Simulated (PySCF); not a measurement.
## How methods differ on the ionisation energy of S²⁺

S²⁺ [Ne] 3s2 3p2 (3P) → S³⁺ [Ne] 3s2 3p1 (2P), as a difference of total energies. All numbers are calculated (PySCF 2.14, the non-relativistic Hamiltonian (point nucleus), in cc-pV(D+d)Z (4s3p2d, 23 functions)). Correlated levels: valence: [Ne] frozen. The calculations carry no spin-orbit coupling.

```tsv
method	ionisation energy (eV)
UHF	34.129
PBE	34.841
SCS-MP2 (valence)	34.373
CCSD (valence)	34.489
CCSD(T) (valence)	34.498
```

Q: Estimate what MP2 (valence) gives.

A: 34.454 eV, closest to CCSD (valence) among the rows shown.

Q: Estimate what PBE0 gives.

A: 34.870 eV, closest to PBE among the rows shown.

The reference lies between the lowest fine-structure levels, while these numbers refer to the centres of the terms.

Errors of the correlated levels include the incompleteness of this basis and the frozen core.

For comparison: 34.86 ± 0.04 eV (semi-empirical (NIST evaluation); NIST Atomic Spectra Database, ionization energies).
